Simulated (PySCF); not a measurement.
**OsBr3 at several levels of theory**

All levels use the PBE0 minimum (sextet; Os–Br 2.425 Å (×3); Br–Os–Br 120.0° (×3)), basis [Os def2-SVP with ECP60, Br def2-SVP], scalar-relativistic core potentials, density fitting, no spin–orbit coupling, PySCF. For vertical energies the ionised species is a quintet (spins chosen at PBE0 and kept) and the electron-attached one a quintet. Atomisation goes to high-spin ground-configuration atoms, without zero-point energy. Open shells are unrestricted, also as the reference of the correlated levels. A dash marks a value that was not computed or is not defined at that level.

```json
{"level": "PBE0", "atomisation (kJ/mol)": "869", "vertical IP (eV)": "8.95", "vertical EA (eV)": "3.40", "−ε(HOMO) (eV)": "7.14"}
{"level": "HF", "atomisation (kJ/mol)": "?", "vertical IP (eV)": "?", "vertical EA (eV)": "?", "−ε(HOMO) (eV)": "?"}
{"level": "MP2", "atomisation (kJ/mol)": "–", "vertical IP (eV)": "?", "vertical EA (eV)": "?", "−ε(HOMO) (eV)": "–"}
{"level": "PBE", "atomisation (kJ/mol)": "931", "vertical IP (eV)": "8.29", "vertical EA (eV)": "3.10", "−ε(HOMO) (eV)": "5.59"}
{"level": "r2SCAN", "atomisation (kJ/mol)": "–", "vertical IP (eV)": "8.75", "vertical EA (eV)": "3.25", "−ε(HOMO) (eV)": "6.16"}
{"level": "B3LYP", "atomisation (kJ/mol)": "810", "vertical IP (eV)": "8.68", "vertical EA (eV)": "3.37", "−ε(HOMO) (eV)": "6.69"}
{"level": "TPSSh", "atomisation (kJ/mol)": "895", "vertical IP (eV)": "8.67", "vertical EA (eV)": "3.28", "−ε(HOMO) (eV)": "6.38"}
```

Task: Fill in the row of HF.

Result: atomisation (kJ/mol) 536, vertical IP (eV) 9.80, vertical EA (eV) 2.89, −ε(HOMO) (eV) 10.48.

Task: Fill in the row of MP2.

Result: vertical IP (eV) 9.09, vertical EA (eV) 3.29.

Spin contamination in at least one species weakens the values at: HF, MP2.

Without diffuse functions attachment energies tend to come out too low.

With open d or f shells other occupations or spin states may lie lower. Spin–orbit coupling, left out here, can matter for elements this heavy.
